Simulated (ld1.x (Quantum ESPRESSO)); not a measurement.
## chlorine (Cl), TM semilocal: configuration errors across variants

| Item | Value |
| --- | --- |
| Element | chlorine |
| Generator | ld1.x (Quantum ESPRESSO) 7.5 |
| Type | norm-conserving Troullier–Martins (semilocal form) |
| Functional | PBEsol |
| Relativity | scalar-relativistic |
| Frozen core | [Ne] |
| Valence charge | 7 |
| Reference configuration | 3s2 3p5 |
| Partial waves | 3p (bound): rc 1.25 bohr; 3s (bound): rc 1.25 bohr |
| Local potential | the s channel |
| Core correction | a·sin(br)/r model core, default radius (core density twice the valence density) |

All-electron excitation energies from the reference (eV): (1) 3s2 3p4 13.835; (2) 3s2 3p3 39.233; (3) 3s2 3p2 77.488; (4) 3s2 3p5.3 -2.128; (5) 3s1 3p5 26.505; (6) 3s1 3p6 12.114; (7) 3s2 3p1 129.682.

In the semilocal form every listed channel keeps its own potential, so the choice of the local channel does not act on these tests. It acts once the file is put into the separable form.

A semilocal file is local in each channel, so a ghost entry of none says nothing of the separable form that plane-wave codes build from it.

The default core radius of the base comes out at 0.79 bohr.

3 further variants failed, have other tests or another functional or relativity, and are left out.

Errors AE − PS in meV (a dash: test not solved or not reliable):

```tsv
change	(1)	(2)	(3)	(4)	(5)	(6)	(7)	bound ghosts
base	+3.0	+23	+78	+0.4	+5.6	+0.3	+191	none
wave 3p (bound): rc 1.25 bohr becomes 3p (bound): rc 1.92 bohr	+3.3	+23	+71	+0.4	+9.8	+1.9	+157	none
all radii but the core radius scaled by about 1.33 (s 1.66, p 1.66 bohr)	+4.5	+34	+118	+0.4	-5.7	-7.5	+296	none
type ultrasoft, which also changes the form from semilocal to separable; waves now 3s (bound): rcut 1.10, rcutus 1.25 bohr; 3s channel at -1 Ry: rcut 1.10, rcutus 1.25 bohr; 3p (bound): rcut 1.10, rcutus 1.25 bohr; 3p channel at -0.2 Ry: rcut 1.10, rcutus 1.25 bohr; local potential all-electron potential smoothed inside 0.95 bohr (lloc = -1); augmentation built from norm-conserving waves at rcut, not smoothed further	+0.1	+6.8	+32	+0.3	0.0	+0.2	+95	none
wave 3s (bound): rc 1.25 bohr becomes 3s (bound): rc 1.32 bohr	+3.0	+23	+79	+0.4	+5.4	+0.2	+193	none
core correction a·sin(br)/r model core inside 1.52 bohr	+2.7	+22	+81	+0.4	+6.2	+1.1	+212	none
local potential the p channel	+3.0	+23	+78	+0.4	+5.6	+0.3	+191	none
```

Question: Give the same row for: core correction a·sin(br)/r model core inside 0.68 bohr.

Answer: +3.0, +23, +78, +0.4, +5.5, +0.2, +191; bound ghosts: none.
